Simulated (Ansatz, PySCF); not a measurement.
Complex: HF (SMILES F) (first 2 atoms) with Si2H6 (SMILES [SiH3][SiH3]); geometry from B3LYP-D3(BJ)/def2-TZVP, rigid monomers moved along the line of their centres of mass till H2···H9 is 2.41 Å.
(charge 0, multiplicity 1):
```csv
atom,x (Å),y (Å),z (Å)
F,1.4596,0.3195,-0.1744
H,1.3435,0.2997,0.7487
Si,-0.7016,-0.2440,5.8699
Si,-0.6724,-0.2431,3.5262
H,-2.0493,-0.6309,6.3497
H,-0.3743,1.1091,6.3776
H,0.2948,-1.2123,6.3849
H,-0.9623,-1.5856,2.9735
H,0.6949,0.1471,3.0699
H,-1.6279,0.7392,2.9659
```

Counterpoise-corrected where a basis set is named; no monomer relaxation.

Programs: Ansatz (Gaussian basis) for Hartree–Fock, density functionals and correlated methods; PySCF for the dispersion terms. Values without a source in brackets are computed.

Task: One of these levels gives -0.56 kcal/mol for the interaction energy. Which?
A) PBE-D3(BJ)/def2-TZVPPD
B) HF/aug-cc-pV(D+d)Z
C) PBE/def2-TZVPPD

Result: B, HF/aug-cc-pV(D+d)Z. The others give -1.09 (PBE/def2-TZVPPD), -1.41 (PBE-D3(BJ)/def2-TZVPPD)

Ansatz is a program for electronic structure.
